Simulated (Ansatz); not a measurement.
The cluster K₆. Total charge 0; singlet. Geometry PBE0/def2-SVP; atoms count from 1.

```xyz
6

K    -0.569    4.531   -2.211
K     0.671   -0.295    5.034
K     0.259   -2.373    1.175
K    -0.228    2.187    1.496
K     0.006   -4.226   -2.801
K    -0.139    0.177   -2.693
```

The restricted singlet is unstable towards broken spin symmetry at other levels; at PBE0/def2-TZVP this wasn't settled. The geometry of the singlet was relaxed on an unsound state (restricted singlet, unstable towards broken spin symmetry at other levels and untested here). Another isomer (singlet) lies 0.04 eV lower at PBE0/def2-TZVP; other spin states weren't run for this one.

Question: Estimate the Mulliken populations from the PBE0/def2-TZVP orbitals of Ansatz.

Answer: 
```tsv
atom	charge (e)
K1	-0.03
K2	-0.03
K3	0.03
K4	0.03
K5	-0.03
K6	0.03
```
Mulliken values and Mayer orders depend strongly on the basis.

Question: And the Mayer bond orders between bonded heavy atoms (over 0.3)?

Answer: K1–K4 0.43 (4.40 Å); K1–K6 0.43 (4.40 Å); K2–K3 0.43 (4.40 Å); K2–K4 0.43 (4.41 Å); K3–K5 0.43 (4.39 Å); K5–K6 0.43 (4.41 Å).
